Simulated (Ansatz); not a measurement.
```xyz
3

H     0.0000    0.0000    0.0000
S     0.0000    2.0846    1.5995
S     0.0000   -2.0846    1.5995
```

Basis set: pcseg-2 (spherical functions). Charge 0, multiplicity 2.

Computed with Ansatz (development build ahead of 0.2.0); each method stands on the lowest determinant of its kind that the runs found. Restricted functionals stand beside restricted open-shell atoms, which can lie above the unrestricted atoms usual in DFT and then raise those values.

(1) Give the atomization energy at this shape (free ground-state atoms in the same class of orbitals less the molecule, no zero-point energy) of doublet HS2 by ωB97X (unrestricted), ωB97X (restricted open-shell).

Answers

(1)

| method | atomization energy |
| --- | --- |
| ωB97X (unrestricted) | 26.5 kJ/mol |
| ωB97X (restricted open-shell) | -186.9 kJ/mol |

Caution: charge can spread falsely over distant fragments; the shape is not the minimum. Caution for ωB97X (unrestricted): the unrestricted determinant is a mixture of spin states. Caution for ωB97X (restricted open-shell): an unrestricted determinant lies well below; the molecule lies well above its atoms at this level.
